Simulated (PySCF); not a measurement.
**Dipole response of S²⁺ (sulfur, charge +2)**

[Ne] 3s2 3p2, high-spin 3P determinant. Calculation: PySCF 2.14, in def2-TZVPPD (6s6p4d1f, 51 functions); no relativity, point nucleus. Coupled (time-dependent) response in atomic units; α is the mean over directions.

```tsv
method	mean α (bohr³)	α xx, yy, zz	C₆ (like pair)	S(−4)
UHF	7.479	7.744, 7.346, 7.346	27.26	20.78
PBE	7.301	7.477, 7.213, 7.213	26.46	18.44
PBE0	7.311	7.520, 7.207, 7.207	26.51	18.62
wB97X-V	7.339	7.560, 7.228, 7.228	26.67	18.64
LC-wPBE	7.299	7.512, 7.192, 7.192	26.38	18.79
```

S(−4) is the Cauchy moment in α(ω) = α(0) + S(−4) ω² + …

α(iu) at wB97X-V:

| u (hartree) | α(iu) (bohr³) |
| --- | --- |
| 0 | 7.339 |
| 0.0500 | 7.293 |
| 0.100 | 7.158 |
| 0.200 | 6.672 |
| 0.300 | 6.007 |
| 0.500 | 4.591 |
| 0.750 | 3.183 |
| 1.00 | 2.254 |
| 1.50 | 1.264 |
| 2.00 | 0.8076 |
| 3.00 | 0.4242 |
| 5.00 | 0.1943 |

For an ion, C₆ is the dispersion term alone; charge-induced terms of lower order in 1/R come first.

The components differ because the open shell of this determinant is not spherical; for a pure term their mean is the scalar polarisability.
